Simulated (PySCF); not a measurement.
# UHF on Sr (strontium, neutral)

Configuration: [Kr] 5s2, closed-shell 1S. Computed with PySCF 2.14 in aug-cc-pwCVTZ-X2C with one added diffuse shell each of s, p, d, f type (11s10p8d4f, 109 functions), with scalar relativity by spin-free X2C-1e.

```
Total energy                        : -3177.353593 hartree
One-electron energy                 : -4396.6720 hartree
Hartree (Coulomb) energy            : 1323.3118 hartree
Exchange energy                     : -103.9934 hartree
⟨S²⟩                                : 0.0000
⟨L²⟩                                : 0.000
Sum of ⟨r⟩                          : 31.52 bohr
Sum of ⟨r²⟩                         : 74.34 bohr²
Langevin diamagnetic susceptibility : -58.9 ×10⁻⁶ cm³/mol
```

```
shell  electrons  mean orbital energy (eV)  rms radius, mean of both spins (bohr)
   1s          2                  -16197.5                                 0.0450
   2s          2                   -2261.5                                  0.187
   2p          6                   -2004.1                                  0.166
   3s          2                   -379.72                                  0.523
   3p          6                   -293.97                                  0.535
   3d         10                   -152.03                                  0.547
   4s          2                   -53.019                                   1.45
   4p          6                   -29.799                                   1.68
   5s          2                    -4.931                                   4.88
```

Densities and radii are taken from the X2C orbitals without a picture-change correction, which distorts them close to the nucleus.

Spin-orbit constants ζ (cm⁻¹) from the X2C one-electron operator on these orbitals: bare nucleus, nucleus screened by l(l+1)(2l+1)/3 electrons, and screened by the Breit-Pauli mean field of the electrons.

| shell | bare | screened nucleus | mean field |
| --- | --- | --- | --- |
| 2p | 375800 | 356000 | n/a |
| 3p | 58040 | 54980 | n/a |
| 3d | 7695 | 5670 | n/a |
| 4p | 5879 | 5569 | n/a |
